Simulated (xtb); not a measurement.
Al(Et)(OH)(NH2) (C2H8AlNO), SMILES [NH2][Al]([OH])[CH2]C. All values are semi-empirical tight-binding results from xtb (GFN2-xTB unless named), good for trends rather than for accurate numbers. Geometry: GFN2-xTB. The structure was generated by enumeration; whether it is a known compound was not checked. Other conformers were not sampled.

Optimised geometry:

```xyz
13

Al    -0.0625     0.0631     0.5616
C      0.2400    -0.9466    -1.1541
C      0.2205    -0.0813    -2.4170
H     -0.5227    -1.7280    -1.2507
H      1.1914    -1.4847    -1.0910
H      1.0462     0.6277    -2.4124
H     -0.7056     0.4877    -2.4785
H      0.3023    -0.6956    -3.3155
O     -0.7757     1.5444     0.5217
H     -1.1841     2.3970     0.5058
N      0.4255    -0.6806     2.1073
H      0.2628    -0.2777     3.0200
H      0.8851    -1.5713     2.2230
```

For metal compounds this method's bond lengths and energies can be far off.

```
Property                                       Value
-------------------------------------  -------------
orbital gap                                  4.25 eV
zero-point energy                      62.7 kcal/mol
G − E(el) at 298.15 K (modified RRHO)  42.1 kcal/mol
```

Computed atomic charges and the Wiberg bond orders between heavy atoms:
charges (e) Al1 0.32, C2 -0.14, C3 -0.09, H4 0.03, H5 0.03, H6 0.03, H7 0.04, H8 0.03, O9 -0.47, H10 0.30, N11 -0.42, H12 0.16, H13 0.16. Bond orders Al1–C2 0.96, C2–C3 1.00, Al1–O9 1.35, Al1–N11 1.26.
